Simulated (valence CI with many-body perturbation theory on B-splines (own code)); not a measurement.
Values are calculated unless marked as measured or tabulated.
## Ho XVIII: configurations and terms from energies and g

Method: valence CI with perturbative core correlation (CI+MBPT): four valence electrons over a frozen Dirac-Fock core [Kr] 4d10, radial functions for each j: 7 s, 7 p, 7 d, 7 f, 4 g, 2 h, with the one-electron correlation potential Σ1 (screened to all orders), the two-electron term Σ2, the three-electron term Σ3, Breit, model QED; selected single and double excitations, second order for the rest, scaled by the run's own slope (own B-spline code, finite nucleus).

No measured levels were compared; by estimate terms of the open shell hold to a few per cent of their energy, and close levels can change places.

```csv
No.,J,Parity,E (cm⁻¹),g
1,4,even,0.0,0.613
2,5,even,5226,0.903
3,6,even,10457,1.067
4,7,even,15509,1.166
5,8,even,20340,1.231
6,1,even,26410,0.054
11,6,even,34400,0.865
```

Energies count from the lowest level. Strongly mixed levels and levels close to another of their J and parity, and those with J = 0 are left out, so the numbers can have gaps.

(1) Give configuration and LS term of each level.

Results:

(1) 1: 4f⁴ ⁵I; 2: 4f⁴ ⁵I; 3: 4f⁴ ⁵I; 4: 4f⁴ ⁵I; 5: 4f⁴ ⁵I; 6: 4f⁴ ⁵F; 11: 4f⁴ ³K.
